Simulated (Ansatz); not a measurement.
The B1–Cl2 bond of BCl is stretched (multiplicity 1).


Cores are frozen in the correlated methods.

The values were computed with Ansatz (Gaussian basis) for Hartree–Fock, density functionals and correlated methods. Each number belongs to the level named beside it.

Natural occupations of CASSCF(10,8)/cc-pV(T+d)Z:

| R (Å) | occupations |
|---|---|
| 1.722 | 1.999 1.990 1.990 1.980 1.878 0.070 0.070 0.024 |
| 3.013 | 2.000 1.985 1.985 1.897 1.839 0.149 0.073 0.073 |
| 6.886 | 2.000 2.000 2.000 1.889 1.005 0.995 0.055 0.055 |

Problem. Count the electrons that have left the 5 most occupied orbitals, and the effectively unpaired electrons Σ min(n, 2 − n).

Solution. 
- R = 1.722 Å: 0.16 electrons in the weakly occupied orbitals, 0.33 unpaired
- R = 3.013 Å: 0.29 electrons in the weakly occupied orbitals, 0.59 unpaired
- R = 6.886 Å: 1.11 electrons in the weakly occupied orbitals, 2.21 unpaired
Each bonding pair that breaks into one electron on either fragment adds two; pairs that stay whole add only the little that their own correlation moves into empty orbitals.

Ansatz is a first-principles code.
